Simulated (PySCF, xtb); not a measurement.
Te(Br)(GeH3) (BrGeH3Te), SMILES [GeH3][Te]Br.

Harmonic wavenumbers (cm⁻¹) from xtb with GFN2-xTB at its own minimum, in rising order: 57, 61, 251, 260, 436, 452, 774, 840, 867, 1940, 2029, 2056.

Question: What does PBE-D3(BJ)/def2-SVP (PySCF 2.14.0) give at its own minimum? (Estimate from the structure and the level; the computed values follow.)

Answer: 61, 96, 223, 242, 469, 486, 756, 826, 846, 2069, 2096, 2100. Paired by order, the mean absolute difference is 37 cm⁻¹ and the zero-point energies are 14.3 and 14.7 kcal/mol.
